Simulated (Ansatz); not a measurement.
Re₂Te₃, 5 atoms. Hardware: 4 threads of Arm Neoverse V1 on a shared host.

In the def2 sets Re, Te take a core potential; there is no spin–orbit coupling. Correlated methods freeze 12 core orbitals; core or outer-core shells of Re, Te are correlated, in sets that lack core-valence functions.

How many basis functions does each of these Ansatz runs have, and roughly what does it cost? r2SCAN0-D4/def2-TZVP, charge 0 singlet, energy, from earlier orbitals; HF/def2-TZVP, charge 0 singlet, energy, from earlier orbitals; MP2/def2-TZVP, charge 0 singlet, energy, from earlier orbitals; PBE-D4/def2-SVP, charge 0 singlet, relaxation, 6 steps; CCSD(T)/def2-SVP, charge 0 singlet, energy, from earlier orbitals; HSE06-D4/def2-TZVP, charge 0 singlet, energy, from earlier orbitals; PBE-D4/def2-TZVP, charge 0 singlet, energy and forces, from earlier orbitals; r2SCAN-D4/def2-TZVP, charge 0 singlet, energy, from earlier orbitals; PBE0-D4/def2-TZVP, charge 0 singlet, energy, from earlier orbitals; PBE-D4/def2-SVP, charge 0 singlet, energy, from earlier orbitals; PBE0-D4/def2-SVP, charge 0 singlet, energy, from earlier orbitals.

Other jobs shared the machine, so times can vary by a factor of up to 3. A dash marks memory too small to be measured apart from the calling script's.

| run | functions | fitting or Cholesky vectors | wall time | peak host memory (GiB) |
| --- | --- | --- | --- | --- |
| PBE-D4/def2-SVP, charge 0 singlet, energy, from earlier orbitals | 142 | 1554 | 3.3 s | – |
| PBE0-D4/def2-SVP, charge 0 singlet, energy, from earlier orbitals | 142 | 1633 | 5.5 s | – |
| PBE-D4/def2-TZVP, charge 0 singlet, energy and forces, from earlier orbitals | 230 | 1842 | 7 s | – |
| HSE06-D4/def2-TZVP, charge 0 singlet, energy, from earlier orbitals | 230 | 2104 | 11 s | 1.1 |
| r2SCAN-D4/def2-TZVP, charge 0 singlet, energy, from earlier orbitals | 230 | 1842 | 13 s | – |
| PBE-D4/def2-SVP, charge 0 singlet, relaxation, 6 steps | 142 | 1554 | 16 s | – |
| PBE0-D4/def2-TZVP, charge 0 singlet, energy, from earlier orbitals | 230 | 2104 | 17 s | 1.1 |
| r2SCAN0-D4/def2-TZVP, charge 0 singlet, energy, from earlier orbitals | 230 | 2104 | 25 s | 1.1 |
| HF/def2-TZVP, charge 0 singlet, energy, from earlier orbitals | 230 | 2533 | 27 s | 1.4 |
| MP2/def2-TZVP, charge 0 singlet, energy, from earlier orbitals | 230 | 2182 | 43 s | 1.1 |
| CCSD(T)/def2-SVP, charge 0 singlet, energy, from earlier orbitals | 142 | 1633 | 6.8 min | 1.7 |
